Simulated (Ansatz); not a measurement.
Several settings on one geometry of Si2Au2 (the lowest singlet isomer of a short search) (that of the charge 0 singlet, r2SCAN-D4/def2-SVP). Ansatz on 4 threads of Arm Neoverse N1 on a shared host; times are rough.

| atom | x (Å) | y (Å) | z (Å) |
| --- | --- | --- | --- |
| Au1 | -1.359 | 1.141 | 0.059 |
| Au2 | 1.707 | 0.213 | -0.438 |
| Si3 | -0.432 | -0.926 | -0.937 |
| Si4 | 0.085 | -0.428 | 1.316 |

Totals from different functionals, basis sets or treatments of relativity can't be compared as stabilities.

In the def2 sets Au takes a core potential; there is no spin–orbit coupling.

(1) Give the basis size and estimate the energy, ⟨S²⟩, dipole and time of these runs.

```tsv
run	method	charge	state	further keys
1	RKS r2SCAN50-D4/def2-TZVP	0	singlet	scf: {omitted_lower_state_checks: [starts]}; forces asked
2	RHF/def2-mTZVP	0	singlet	scf: {lower_state_search: light}; forces asked
3	RKS ωPBEh/def2-TZVPD	0	singlet	pseudopotentials: {relativity: none}; scf: {omitted_lower_state_checks: [starts]}; forces asked
```

## Answers

(1) 
| run | functions | energy (Eh) | ⟨S²⟩ | dipole (D) | wall time |
| --- | --- | --- | --- | --- | --- |
| 1 | 154 | -850.2992 | – | 1.88 | 14 s |
| 2 | 116 | -847.4154 | – | 2.44 | 2.2 s |
| 3 | 172 | -850.2813 | – | 1.37 | 7.5 s |
